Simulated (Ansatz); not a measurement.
Frontier orbitals of CH2ClF2NSi (`F/C=N/[SiH](F)Cl`).

Z-matrix (Å, degrees):
```
Si
F 1 1.593
Cl 1 2.029 2 107.7
N 1 1.705 2 111.6 3 -119.1
H 1 1.468 2 108.4 3 119.4
C 4 1.237 1 128.4 2 5.2
F 6 1.329 4 121.1 1 -179.4
H 6 1.093 4 129.3 1 0.6
```

Total charge 0; spin multiplicity 1. Geometry: relaxed with PBE0-D4/def2-TZVP. It is one conformer, not always the lowest. Basis def2-TZVPP, the Gaussian-basis code of Ansatz.

```csv
functional,HOMO (eV),LUMO (eV),gap (eV)
PBE,-7.37,-2.31,5.06
BLYP,-7.25,-2.18,5.07
PBE0,-8.89,-1.25,7.64
r2SCANh,-8.27,-1.71,6.56
r2SCAN0,-9.13,-1.12,8.01
CAM-B3LYP,-10.35,-0.06,10.29
ωB97M-V,-11.26,1.02,12.28
```

A quarter of exact exchange (PBE0) shifts PBE's HOMO by −1.52 eV and its LUMO by +1.07 eV; full exchange at long range (ωB97M-V) shifts them by −3.89 and +3.33 eV. The gap opens from 5.06 to 12.27 eV, since occupied levels lose self-interaction and empty ones feel all the electrons. A positive LUMO is unbound and depends on the basis.
